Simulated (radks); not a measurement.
Results of a calculation; reference values are marked as such.
Mean orbital radii <r> (bohr) of the cobalt ion Co+, [Ar] 3d8, of relativity; Dirac values are averaged over j with weights 2j + 1. Spin-unpolarised spherical Kohn-Sham, PBE, point nucleus unless stated (finite: rms radius 3.7875 fm), a radial shooting solver on a logarithmic mesh with Libxc functionals. A level marked "c x" has the speed of light scaled by that factor and shares open shells by 2j + 1; other Dirac levels either fill j = l - 1/2 first or share by 2j + 1.

| shell | non-rel. |
|---|---|
| 1s | 0.05691 |
| 2s | 0.2587 |
| 2p | 0.2262 |
| 3s | 0.7875 |
| 3p | 0.8279 |
| 3d | 1.133 |
| 4s (empty) | 2.797 |
| 4p (empty) | 3.628 |

Give the values at the level "Dirac, c x 100".

Answer. 
shell       Dirac, c x 100  change of magnitude (%)
1s                 0.05691                    0.00
2s                  0.2587                    0.00
2p                  0.2262                    0.00
3s                  0.7875                    0.00
3p                  0.8279                    0.00
3d                   1.133                    0.00
4s (empty)           2.797                    0.00
4p (empty)           3.628                    0.00
